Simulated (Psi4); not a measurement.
Input file for Psi4: SAPT0/jun-cc-pV(D+d)Z on CH7FSi (a complex), monomers drawn apart or pushed together.

```
memory 1800 MB

molecule dimer {
0 1
F     0.46224565    0.63421046   -0.36073181
H     0.76977426    0.16002728    0.38073523
--
0 1
C    -1.25049446    0.45972457    2.89547553
Si    0.24726093   -0.59814636    3.25881604
H    -0.95390249    1.46891216    2.60617389
H    -1.89087330    0.53030908    3.77651158
H    -1.83741920    0.03685661    2.07886647
H     1.12112033   -0.69114807    2.04863644
H    -0.12732349   -1.98581742    3.61306337
H     1.08324650   -0.02325631    4.33679451
units angstrom
symmetry c1
no_reorient
no_com
}

set {
  basis jun-cc-pV(D+d)Z
  scf_type df
  freeze_core true
}

energy('sapt0')
```

Output:

```
[...]
==> Input File <==

--------------------------------------------------------------------------
memory 1800 MB

molecule dimer {
0 1
F     0.46224565    0.63421046   -0.36073181
H     0.76977426    0.16002728    0.38073523
--
0 1
C    -1.25049446    0.45972457    2.89547553
Si    0.24726093   -0.59814636    3.25881604
H    -0.95390249    1.46891216    2.60617389
H    -1.89087330    0.53030908    3.77651158
H    -1.83741920    0.03685661    2.07886647
H     1.12112033   -0.69114807    2.04863644
H    -0.12732349   -1.98581742    3.61306337
H     1.08324650   -0.02325631    4.33679451
units angstrom
symmetry c1
no_reorient
no_com
}

set {
  basis jun-cc-pV(D+d)Z
  scf_type df
  freeze_core true
}

energy('sapt0')
--------------------------------------------------------------------------


   => Loading Basis Set <=

    Name: JUN-CC-PV(D+D)Z
    Role: ORBITAL
    Keyword: BASIS
    atoms 1       entry F          line   290 file jun-cc-pv_dpd_z.gbs
    atoms 2, 5-10 entry H          line    60 file jun-cc-pv_dpd_z.gbs
    atoms 3       entry C          line   188 file jun-cc-pv_dpd_z.gbs
    atoms 4       entry SI         line   566 file jun-cc-pv_dpd_z.gbs

   => Loading Basis Set <=

    Name: JUN-CC-PV(D+D)Z
    Role: ORBITAL
    Keyword: BASIS
    atoms 1       entry F          line   290 file jun-cc-pv_dpd_z.gbs
    atoms 2, 5-10 entry H          line    60 file jun-cc-pv_dpd_z.gbs
    atoms 3       entry C          line   188 file jun-cc-pv_dpd_z.gbs
    atoms 4       entry SI         line   566 file jun-cc-pv_dpd_z.gbs


  //>>>>>>>>>>>>>>>>>>>>>>>>>>>>>>>>>>>//
  //              Dimer HF             //
  //<<<<<<<<<<<<<<<<<<<<<<<<<<<<<<<<<<<//

   => Libint2 <=

    Primary   basis highest AM E, G, H:  7, 6, 3
    Auxiliary basis highest AM E, G, H:  7, 7, 4
    Onebody   basis highest AM E, G, H:  -, -, -
    Solid Harmonics ordering:            Gaussian


   => Loading Basis Set <=

    Name: JUN-CC-PV(D+D)Z
    Role: ORBITAL
    Keyword: BASIS
    atoms 1       entry F          line   290 file jun-cc-pv_dpd_z.gbs
    atoms 2, 5-10 entry H          line    60 file jun-cc-pv_dpd_z.gbs
    atoms 3       entry C          line   188 file jun-cc-pv_dpd_z.gbs
    atoms 4       entry SI         line   566 file jun-cc-pv_dpd_z.gbs


         ---------------------------------------------------------
                                   SCF
               by Justin Turney, Rob Parrish, Andy Simmonett
                          and Daniel G. A. Smith
                              RHF Reference
                        1 Threads,   1716 MiB Core
         ---------------------------------------------------------

  ==> Geometry <==

    Molecular point group: c1
    Full point group: C1

    Geometry (in Angstrom), charge = 0, multiplicity = 1:

       Center              X                  Y                   Z               Mass
    ------------   -----------------  -----------------  -----------------  -----------------
         F            0.462245650000     0.634210460000    -0.360731810000    18.998403162730
         H            0.769774260000     0.160027280000     0.380735230000     1.007825032230
         C           -1.250494460000     0.459724570000     2.895475530000    12.000000000000
         SI           0.247260930000    -0.598146360000     3.258816040000    27.976926534650
         H           -0.953902490000     1.468912160000     2.606173890000     1.007825032230
         H           -1.890873300000     0.530309080000     3.776511580000     1.007825032230
         H           -1.837419200000     0.036856610000     2.078866470000     1.007825032230
         H            1.121120330000    -0.691148070000     2.048636440000     1.007825032230
         H           -0.127323490000    -1.985817420000     3.613063370000     1.007825032230
         H            1.083246500000    -0.023256310000     4.336794510000     1.007825032230

  Running in c1 symmetry.

  Rotational constants: A =      0.30171  B =      0.03481  C =      0.03307 [cm^-1]
  Rotational constants: A =   9045.12090  B =   1043.72467  C =    991.48354 [MHz]
  Nuclear repulsion =  105.093798701559038

  Charge       = 0
  Multiplicity = 1
  Electrons    = 36
  Nalpha       = 18
  Nbeta        = 18

  ==> Algorithm <==

  SCF Algorithm Type is DF.
  DIIS enabled.
  MOM disabled.
  Fractional occupation disabled.
  Guess Type is SAD.
  Energy threshold   = 1.00e-08
  Density threshold  = 1.00e-08
  Integral threshold = 1.00e-12

  ==> Primary Basis <==

  Basis Set: JUN-CC-PV(D+D)Z
    Blend: JUN-CC-PV(D+D)Z
    Number of shells: 48
    Number of basis functions: 98
    Number of Cartesian functions: 102
    Spherical Harmonics?: true
    Max angular momentum: 2

   => Loading Basis Set <=

    Name: (JUN-CC-PV(D+D)Z AUX)
    Role: JKFIT
    Keyword: DF_BASIS_SCF
    atoms 1       entry F          line   314 file jun-cc-pvdz-jkfit.gbs
    atoms 2, 5-10 entry H          line    70 file jun-cc-pvdz-jkfit.gbs
    atoms 3       entry C    
[...]
         A
    DOCC [    13 ]
    NA   [    13 ]
    NB   [    13 ]

  @DF-RHF Final Energy:  -330.29910171132366

   => Energetics <=

    Nuclear Repulsion Energy =             62.9025203997874982
    One-Electron Energy =                -580.5027781878702626
    Two-Electron Energy =                 187.3011560767591277
    Total Energy =                       -330.2991017113236580

Computation Completed


Properties will be evaluated at   0.000000,   0.000000,   0.000000 [a0]

Properties computed using the SCF density matrix


 Multipole Moments:

 ------------------------------------------------------------------------------------
     Multipole            Electronic (a.u.)      Nuclear  (a.u.)        Total (a.u.)
 ------------------------------------------------------------------------------------

 L = 1.  Multiply by 2.5417464519 to convert [e a0] to [Debye]
 Dipole X            :         12.2815308          -12.5599993           -0.2784685
 Dipole Y            :         12.0439710          -11.8671882            0.1767828
 Dipole Z            :       -153.9435627          153.9301435           -0.0134192
 Magnitude           :                                                    0.3301165

 ------------------------------------------------------------------------------------

  Constructing Basis Sets for SAPT...

   => Loading Basis Set <=

    Name: (JUN-CC-PV(D+D)Z AUX)
    Role: RIFIT
    Keyword: DF_BASIS_SAPT
    atoms 1       entry F          line   232 file jun-cc-pvdz-ri.gbs
    atoms 2, 5-10 entry H          line    30 file jun-cc-pvdz-ri.gbs
    atoms 3       entry C          line   100 file jun-cc-pvdz-ri.gbs
    atoms 4       entry SI         line   376 file jun-cc-pvdz-ri.gbs

   => Loading Basis Set <=

    Name: (JUN-CC-PV(D+D)Z AUX)
    Role: JKFIT
    Keyword: DF_BASIS_ELST
    atoms 1       entry F          line   314 file jun-cc-pvdz-jkfit.gbs
    atoms 2, 5-10 entry H          line    70 file jun-cc-pvdz-jkfit.gbs
    atoms 3       entry C          line   146 file jun-cc-pvdz-jkfit.gbs
    atoms 4       entry SI         line   506 file jun-cc-pvdz-jkfit.gbs


  //>>>>>>>>>>>>>>>>>>>>>>>>>>>>>>>>>>>//
  //               SAPT0               //
  //<<<<<<<<<<<<<<<<<<<<<<<<<<<<<<<<<<<//



        SAPT0
    Ed Hohenstein
     6 June 2009

      Orbital Information
  --------------------------
    NSO        =        98
    NMO        =        98
    NRI        =       313
    NRI (Elst) =       440
    NOCC A     =         5
    NOCC B     =        13
    FOCC A     =         1
    FOCC B     =         6
    NVIR A     =        93
    NVIR B     =        85

    Elst10,r            =    -0.003148833803 [Eh]
    Exch10              =     0.004099134351 [Eh]
    Exch10 (S^2)        =     0.004087069644 [Eh]

    Maxiter = 50
    CPHF R converge = 1.000000E-08

    Iter     Energy [mEh]          dE [mEh]         Residual      Time [s]
       1      -0.06264338       0.062643382     1.058087e-03             0
       2      -0.07495379       0.012310410     1.828837e-04             0
       3      -0.07467339      -0.000280401     8.185568e-05             0
       4      -0.07461007      -0.000063319     2.522817e-05             0
       5      -0.07462565       0.000015579     5.883052e-06             0
       6      -0.07463534       0.000009684     9.481153e-07             0
       7      -0.07463327      -0.000002063     1.477503e-07             0
       8      -0.07463345       0.000000180     2.636786e-08             0
       9      -0.07463345      -0.000000007     5.302827e-09             0

    CHF Iterations converged

    Maxiter = 50
    CPHF R converge = 1.000000E-08

    Iter     Energy [mEh]          dE [mEh]         Residual      Time [s]
       1      -2.22481169       2.224811690     8.186128e-03             0
       2      -2.92419843       0.699386739     1.979526e-03             0
       3      -2.93402944       0.009831013     4.428488e-04             0
       4      -2.92488282      -0.009146627     1.194726e-04             0
       5      -2.92456307      -0.000319751     3.009705e-05             0
       6      -2.92514278       0.000579716     5.256371e-06             0
       7      -2.92509440      -0.000048384     1.250393e-06             0
       8      -2.92509153      -0.000002863     2.129621e-07             0
       9      -2.92509333       0.000001793     5.398794e-08             0
      10      -2.92509324      -0.000000089     1.070447e-08             1
      11      -2.92509318      -0.000000062     2.114464e-09             1

    CHF Iterations converged

    Ind20,r (A<-B)      =    -0.000074633447 [Eh]
    Ind20,r (B<-A)      =    -0.002925093176 [Eh]
    Ind20,r             =    -0.002999726623 [Eh]
    Exch-Ind20,r (A<-B) =     0.000047205826 [Eh]
    Exch-Ind20,r (B<-A) =     0.001193276405 [Eh]
    Exch-Ind20,r        =     0.001240482231 [Eh]
    Disp20              =    -0.001582715597 [Eh]
    Disp20 (SS)         =    -0.000791357798 [Eh]
    Disp20 (OS)         =    -0.000791357798 [Eh]
    Exch-Disp20         =     0.000166091477 [Eh]
    Exch-Disp20 (SS)    =     0.000096365477 [Eh]
    Exch-Disp20 (OS)    =     0.000069726000 [Eh]

    SAPT Results
  --------------------------------------------------------------------------------------------------------
    Electrostatics                 -3.14883380 [mEh]      -1.97592304 [kcal/mol]      -8.26726201 [kJ/mol]
      Elst10,r                     -3.14883380 [mEh]      -1.97592304 [kcal/mol]      -8.26726201 [kJ/mol]

    Exchange                        4.09913435 [mEh]       2.57224564 [kcal/mol]      10.76227575 [kJ/mol]
      Exch10                        4.09913435 [mEh]       2.57224564 [kcal/mol]      10.76227575 [kJ/mol]
      Exch10(S^2)                   4.08706964 [mEh]       2.56467492 [kcal/mol]      10.73059987 [kJ/mol]

    Induction                      -2.40900645 [mEh]      -1.51167437 [kcal/mol]      -6.32484556 [kJ/mol]
      Ind20,r                      -2.99972662 [mEh]      -1.88235687 [kcal/mol]      -7.87578116 [kJ/mol]
      Exch-Ind20,r                  1.24048223 [mEh]       0.77841435 [kcal/mol]       3.25688565 [kJ/mol]
      delta HF,r (2)               -0.64976206 [mEh]      -0.40773185 [kcal/mol]      -1.70595004 [kJ/mol]

    Dispersion                     -1.41662412 [mEh]      -0.88894506 [kcal/mol]      -3.71934611 [kJ/mol]
      Disp20                       -1.58271560 [mEh]      -0.99316903 [kcal/mol]      -4.15541923 [kJ/mol]
      Exch-Disp20                   0.16609148 [mEh]       0.10422398 [kcal/mol]       0.43607311 [kJ/mol]
      Disp20 (SS)                  -0.79135780 [mEh]      -0.49658452 [kcal/mol]      -2.07770961 [kJ/mol]
      Disp20 (OS)                  -0.79135780 [mEh]      -0.49658452 [kcal/mol]      -2.07770961 [kJ/mol]
      Exch-Disp20 (SS)              0.09636548 [mEh]       0.06047025 [kcal/mol]       0.25300753 [kJ/mol]
      Exch-Disp20 (OS)              0.06972600 [mEh]       0.04375373 [kcal/mol]       0.18306559 [kJ/mol]

  Total HF                         -1.45870590 [mEh]      -0.91535177 [kcal/mol]      -3.82983181 [kJ/mol]
  Total SAPT0                      -2.87533002 [mEh]      -1.80429683 [kcal/mol]      -7.54917793 [kJ/mol]

  Special recipe for scaled SAPT0 (see Manual):
    Electrostatics sSAPT0          -3.14883380 [mEh]      -1.97592304 [kcal/mol]      -8.26726201 [kJ/mol]
    Exchange sSAPT0                 4.09913435 [mEh]       2.57224564 [kcal/mol]      10.76227575 [kJ/mol]
    Induction sSAPT0               -2.39798857 [mEh]      -1.50476055 [kcal/mol]      -6.29591813 [kJ/mol]
    Dispersion sSAPT0              -1.41514891 [mEh]      -0.88801935 [kcal/mol]      -3.71547294 [kJ/mol]
  Total sSAPT0                     -2.86283693 [mEh]      -1.79645730 [kcal/mol]      -7.51637732 [kJ/mol]
  --------------------------------------------------------------------------------------------------------



*** Psi4 exiting successfully. Buy a developer a beer!
```

The run finished.

Cost: about 10 core-seconds (a rough figure).
